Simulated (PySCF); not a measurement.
Computed IR spectrum (relative IR intensity) of a molecule C2H6GeO2. Coordinates come from a PBE-D3(BJ)/def2-SVP optimisation. The values are those of a single conformer. Method: PBE-D3(BJ)/def2-SVP (PySCF 2.14.0). Frequencies are harmonic and unscaled.

Lines under 2 % of the strongest are left out, and lines within 2 cm⁻¹ are merged.

| ν (cm⁻¹) | relative intensity |
|---|---|
| 214 | 8.6 |
| 296 | 54 |
| 377 | 10 |
| 539 | 18 |
| 647 | 6.6 |
| 680 | 5.0 |
| 690 | 19 |
| 692 | 32 |
| 777 | 58 |
| 800 | 16 |
| 808 | 22 |
| 906 | 43 |
| 937 | 7.1 |
| 970 | 23 |
| 1175 | 100 |
| 1294 | 7.5 |
| 1358 | 7.7 |
| 1666 | 88 |
| 2106 | 27 |
| 2131 | 46 |
| 3025 | 9.5 |
| 3726 | 27 |

Task: Which molecule gave these data?
A. C1C[O][GeH2][O]1
B. C[O][Ge][O]C
C. C=C[O][GeH2][OH]
D. [CH3][GeH2][C](=O)O

Result: C, C=C[O][GeH2][OH]
